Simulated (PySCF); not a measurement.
Structure problem from calculated spectra and properties.

Elements present: C, H and P. Monoisotopic mass: 114.0598 u.

| Property | Result |
| --- | --- |
| UV, first state | lowest singlet excitation: 6.45 eV (192 nm, f = 0.013) [TDDFT CAM-B3LYP/def2-SVPD] |
| Polarisability | 96.1 au [CAM-B3LYP/def2-SVPD] |
| 13C NMR | chemical shifts (computed TMS as zero) by class: 88.3 (1 C), 76.7 (1 C), 35.6 (1 C), 23.9 (2 C), 16.6 (1 C) ppm [GIAO PBE0/pcSseg-1] |
| 1H NMR | chemical shifts (computed TMS as zero) by class: 3.26 (1 H), 2.70 (2 H), 2.04 (1 H), 1.45 (1 H), 1.32 (6 H) ppm [GIAO PBE0/pcSseg-1] |
| Dipole | 1.38 D [CAM-B3LYP/def2-SVPD] |
| Rotational structure | rotational constants A, B, C: 3.674, 1.345, 1.077 GHz [GFN2-xTB] |

The electronic properties come from PySCF, for the isolated species, density fitting. Levels stand in brackets. Geometry: GFN2-xTB, one conformer, isolated molecule. NMR values are class means; diastereotopic atoms form classes of their own.

Task: Which formula fits the mass and the elements?

Result: C6H11P (calculated 114.0598). No other formula that holds each of these elements comes within 0.0003 u with a fitting electron parity and a possible valence count.

Task: Give a SMILES that accounts for the data.

Result: Numbering: `[CH:1]#[C:2][CH2:3][PH:4][CH:5]([CH3:6])[CH3:7]`. 6 carbons fall into 5 classes; from least to most shielded: alkyne carbon [C2] (88.3 ppm), terminal alkyne carbon [C1] (76.7 ppm), sp3 carbon bound to phosphorus [C5] (35.6 ppm), methyl carbon [C6/C7] (23.9 ppm, 2 C), sp3 carbon bound to phosphorus [C3] (16.6 ppm). Hydrogen classes from least to most shielded: 1 H on a phosphine phosphorus, P4 (3.26 ppm), 2 H on an sp3 carbon bound to phosphorus, C3 (2.70 ppm), 1 H on an sp3 carbon bound to phosphorus, C5 (2.04 ppm), 1 H on a terminal alkyne carbon, C1 (1.45 ppm), 6 H on 2 methyl carbons, C6/C7 (1.32 ppm, a mean of values up to 1.5 ppm apart in this geometry). The optimised geometry has point group C1 and is an asymmetric top. Structure: `C(PC(C)C)C#C`. Computed isomers that give other values at the same levels: `C1CP2CCC1C2` (13C chemical shifts (computed TMS as zero) by class: 44.3 (1 C), 36.6 (1 C), 33.1 (2 C), 27.6 (2 C) ppm); `CCC1=CPCC1` (13C chemical shifts (computed TMS as zero) by class: 169.8 (1 C), 124.8 (1 C), 42.4 (1 C), 33.5 (1 C), 26.0 (1 C), 15.6 (1 C) ppm); `CC#CPCCC` (13C chemical shifts (computed TMS as zero) by class: 109.2 (1 C), 80.4 (1 C), 30.6 (1 C), 21.8 (1 C), 15.2 (1 C), 6.2 (1 C) ppm). The assignments are read from this structure; whether some other isomer fits the data as well wasn't checked.

Shape of the structure used: `[CH:1]#[C:2][CH2:3][PH:4][CH:5]([CH3:6])[CH3:7]`: C2–C3–P4–C5 84°, C3–P4–C5–C6 159°.
